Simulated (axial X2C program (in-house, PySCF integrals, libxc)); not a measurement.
**RuAs at several levels of theory**

Computed with an in-house all-electron X2C program for linear molecules (integrals from PySCF). Spin-free means the one-electron spin-free X2C Hamiltonian; two-component (2c) means X2C with spin–orbit coupling and atomic mean-field two-electron Coulomb and Gaunt terms, so the difference of the two also holds small scalar two-electron terms. Basis: Ru dyall-cv3z [12s12p8d5f3g], As dyall-cv3z [9s9p6d4f1g] (cores contracted in-house); Gaussian nuclei, density fitting, unrestricted open shells. Masses: Ru 101.904 u, As 74.922 u.

State, spin-free: M_S = 5/2, Λ = 0 (beyond evenly filled blocks: σα, π+α, π-α, δ+α, δ-α); electrons by block: σα: 17, σβ: 16, π+α: 9, π+β: 8, π-α: 9, π-β: 8, δ+α: 3, δ+β: 2, δ-α: 3, δ-β: 2. Fragments: Ru + As.

State, 2c: Ω = 5/2 (⟨Sz⟩ = 1.50, ⟨Lz⟩ = 1.00 at HF); electrons by block: 1/2: 25, -1/2: 25, 3/2: 11, -3/2: 11, 5/2: 3, -5/2: 2. Fragments: Ru + As.

```
Hamiltonian    level  Re (Å)  ωe (cm⁻¹)  ωexe (cm⁻¹)  Be (cm⁻¹)  αe (cm⁻¹)  De (eV)  D0 (eV)  k (mdyn/Å)  μ (D)
  spin-free     PBE0   2.267      292.4        0.992    0.07597   0.000329     2.39     2.38        2.18  -3.29
  spin-free       HF   2.491      202.7        0.457    0.06295   0.000237    0.198    0.186        1.05  -4.88
  spin-free      MP2   2.241      277.4         1.05    0.07774   0.000388     1.74     1.72        1.96    n/a
  spin-free     CCSD   2.293      270.5         1.02    0.07427    0.00035     1.72     1.71        1.86    n/a
  spin-free  CCSD(T)   2.274      286.2         1.12    0.07547   0.000344     1.89     1.88        2.08    n/a
  spin-free    PBE50   2.299      263.8        0.783     0.0739   0.000322     1.89     1.87        1.77  -3.89
         2c       HF   2.463      209.4         0.43    0.06433   0.000219      n/a      n/a        1.12  -3.31
```

Correlated methods: 13 electrons correlated (number of frozen shells: Ru 4 s, 3 p, 1 d; As 3 s, 2 p, 1 d), 325 virtual spin orbitals or spinors in MP2, 89 natural virtuals in coupled cluster.

Dipoles are positive if As is the positive end.

The state is a single determinant with fixed occupations, the lowest that a limited PBE0 search found. Dissociation energies refer to the lowest single-determinant-based atoms at the same level and basis. De is not given where an atomic determinant may have missed its ground term or J level, or where the truncated virtual space spoils (T). CCSD and (T) use frozen natural virtuals with an MP2 correction for the truncation; (T) itself is uncorrected, so its De runs slightly low. Other states lie close and PBE0, whose exact exchange favours high spin, may order them wrongly; the determinant shown need not be the ground state. The nearest other spin-free determinant of the search, M_S = 3/2, Λ = 3, lies 0.05 eV up at the distance of the search. Without a current term, density functionals place determinants with orbital angular momentum somewhat too high. With several unpaired electrons one determinant need not be a pure state. Some points did not converge and are left out. The determinant is spin-polarised beyond a pure state at some levels (its spin-free form has ⟨S²⟩ too high), which makes Re and μ there less reliable. The T1 diagnostic is large, a sign of multireference character.

The spin-free and the 2c determinant differ in configuration, so the two halves of the table describe two states.

No reliable constants came from CCSD (2c), CCSD(T) (2c), MP2 (2c), PBE0 (2c), PBE50 (2c): no minimum in range, unconverged points, a curve that is not smooth, a change of character along it, or the two Hamiltonians disagreeing along it.

Rough cost a point (2c) on 1 thread(s) of a shared host, integrals apart: HF 3 s.

The whole task took 11 min on 1 thread of Arm Neoverse V1, with other jobs on the host.
